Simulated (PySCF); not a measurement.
Job file and geometry (Å, from GFN2-xTB) of an NMR shielding run on `CNP1C=C(C)CC1`, C$_{6}$H$_{12}$NP, PySCF, GIAO PBE0/pcSseg-1 NMR shielding, non-relativistic, gas phase; density fitting, a coarse starting grid and PySCF grid level 2 are the driver's defaults:

```
$ OMP_NUM_THREADS=1 python probes_run.py task.json out

{"job": {"kind": "nmr", "xc": "PBE0", "basis": "pcSseg-1"}, "charge": 0, "multiplicity": 1}
C      2.342113     0.162452     0.465297
N      2.164523     0.396635    -0.955684
P      0.628881     0.618752    -1.676071
C     -0.403627     1.211633    -0.290542
C     -1.187183     0.298658     0.272733
C     -2.137530     0.544654     1.398450
C     -1.105273    -1.091879    -0.291471
C     -0.075376    -1.105438    -1.427085
H      1.603082    -0.563181     0.799143
H      3.338454    -0.250710     0.633841
H      2.232292     1.067512     1.073066
H      2.839093     1.065370    -1.307510
H     -0.381906     2.250391     0.003859
H     -2.044724     1.560627     1.774004
H     -1.949712    -0.154194     2.213657
H     -3.162491     0.390243     1.060410
H     -2.090855    -1.389785    -0.658712
H     -0.836492    -1.795828     0.502686
H      0.757545    -1.781885    -1.229146
H     -0.535962    -1.423349    -2.363962
```

Q: What does the program print?

A: 
```
coarse grid: 16648 points
cycle   1  E = -631.3175830419  dE =  9.770e-01  |g| = 4.820e-01  |ddm| = 4.078e+00
cycle   2  E = -631.3000626792  dE =  1.752e-02  |g| = 5.615e-01  |ddm| = 1.026e+00
cycle   3  E = -631.3769533442  dE = -7.689e-02  |g| = 6.459e-02  |ddm| = 5.981e-01
cycle   4  E = -631.3776945236  dE = -7.412e-04  |g| = 3.005e-02  |ddm| = 8.443e-02
cycle   5  E = -631.3778866736  dE = -1.921e-04  |g| = 1.064e-02  |ddm| = 3.932e-02
cycle   6  E = -631.3779146833  dE = -2.801e-05  |g| = 3.259e-03  |ddm| = 1.497e-02
cycle   7  E = -631.3779170750  dE = -2.392e-06  |g| = 6.837e-04  |ddm| = 3.258e-03
final grid: 154632 points
cycle   8  E = -631.4248988158  dE = -4.402e-05  |g| = 9.637e-03  |ddm| = 4.080e-02
cycle   9  E = -631.4248871799  dE =  1.164e-05  |g| = 1.185e-02  |ddm| = 2.068e-02
cycle  10  E = -631.4249226788  dE = -3.550e-05  |g| = 9.011e-04  |ddm| = 1.238e-02
cycle  11  E = -631.4249228520  dE = -1.732e-07  |g| = 3.498e-04  |ddm| = 1.318e-03
cycle  12  E = -631.4249228795  dE = -2.750e-08  |g| = 1.204e-04  |ddm| = 4.086e-04
cycle  13  E = -631.4249228829  dE = -3.358e-09  |g| = 3.175e-05  |ddm| = 1.359e-04
cycle  14  E = -631.4249228831  dE = -2.519e-10  |g| = 4.958e-06  |ddm| = 3.888e-05
converged SCF energy = -631.4249228831

GIAO shielding tensors (ppm)
atom      isotropic    diamagn.    paramagn.     s11        s22        s33       span
  0 C      154.680     246.492     -91.812    136.148    147.424    180.469     44.321
  1 N      224.848     320.659     -95.811    201.083    213.086    260.377     59.294
  2 P      258.381     965.322    -706.940    234.219    256.470    284.456     50.237
  3 C       51.753     260.837    -209.084    -39.605     64.071    130.792    170.397
  4 C       25.410     262.402    -236.992    -84.235     27.934    132.530    216.765
  5 C      164.321     245.088     -80.766    149.600    155.091    188.274     38.674
  6 C      144.478     248.314    -103.836    117.255    145.263    170.915     53.660
  7 C      154.842     253.576     -98.733    118.877    166.425    179.225     60.349
  8 H       29.599      32.273      -2.673     25.244     30.597     32.956      7.712
  9 H       29.086      28.541       0.544     24.121     26.680     36.456     12.335
 10 H       29.190      31.114      -1.924     24.736     27.037     35.797     11.061
 11 H       30.873      31.158      -0.285     21.090     28.996     42.534     21.444
 12 H       25.722      34.556      -8.834     23.923     26.192     27.050      3.127
 13 H       29.447      29.476      -0.029     24.897     28.573     34.869      9.972
 14 H       29.830      29.097       0.733     25.947     28.367     35.177      9.231
 15 H       29.809      27.676       2.133     25.780     27.616     36.031     10.251
 16 H       29.313      31.023      -1.711     24.050     28.726     35.162     11.113
 17 H       28.944      31.757      -2.813     24.352     28.546     33.935      9.583
 18 H       30.085      31.806      -1.720     26.693     28.268     35.295      8.602
 19 H       29.289      30.814      -1.525     23.968     28.236     35.662     11.694
```

Size and cost of the density-fitted run: 203 basis functions, 30 s wall time on 1 thread of an x86-64 server CPU, shared host.
